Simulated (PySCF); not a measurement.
C8H10, SMILES Cc1ccc(C)cc1, GFN2-xTB optimised geometry.

```
18

C     -1.49    -2.49     0.02
C     -0.72    -1.20     0.00
C      0.67    -1.20     0.00
C      1.38    -0.02     0.00
C      0.72     1.21     0.00
C      1.49     2.49     0.02
C     -0.67     1.21     0.00
C     -1.38     0.02     0.00
H     -0.93    -3.28    -0.47
H     -1.68    -2.79     1.05
H     -2.45    -2.38    -0.48
H      1.20    -2.14     0.00
H      2.46    -0.04     0.00
H      0.94     3.28    -0.49
H      1.66     2.81     1.05
H      2.46     2.38    -0.47
H     -1.20     2.15     0.00
H     -2.46     0.04     0.00
```

Density from PBE0/def2-SVP in PySCF at that geometry.

Minimum of the electron density along straight lines between bonded atoms, close to the bond critical point (lines longer than 1.1 times the sum of covalent radii, or with two minima, are not listed):

```
bond    length / Å  ρ at the minimum / e bohr⁻³  ∇²ρ there / e bohr⁻⁵  position (fraction from the first atom)
------  ----------  ---------------------------  --------------------  ---------------------------------------
C1–C2        1.499                        0.255                 -0.60                                     0.50
C2–C3        1.389                        0.310                 -0.79                                     0.50
C3–C4        1.383                        0.313                 -0.80                                     0.50
C4–C5        1.389                        0.310                 -0.79                                     0.50
C5–C6        1.499                        0.255                 -0.60                                     0.51
C5–C7        1.389                        0.310                 -0.79                                     0.50
C2–C8        1.389                        0.310                 -0.79                                     0.50
C7–C8        1.383                        0.313                 -0.80                                     0.50
C1–H9        1.088                        0.276                 -1.01                                     0.63
C1–H10       1.091                        0.273                 -0.99                                     0.62
C1–H11       1.088                        0.276                 -1.01                                     0.63
C3–H12       1.081                        0.282                 -1.06                                     0.63
C4–H13       1.081                        0.282                 -1.06                                     0.63
C6–H14       1.088                        0.276                 -1.01                                     0.63
C6–H15       1.091                        0.273                 -0.99                                     0.62
C6–H16       1.088                        0.276                 -1.01                                     0.63
C7–H17       1.081                        0.282                 -1.06                                     0.63
C8–H18       1.081                        0.282                 -1.06                                     0.63
```
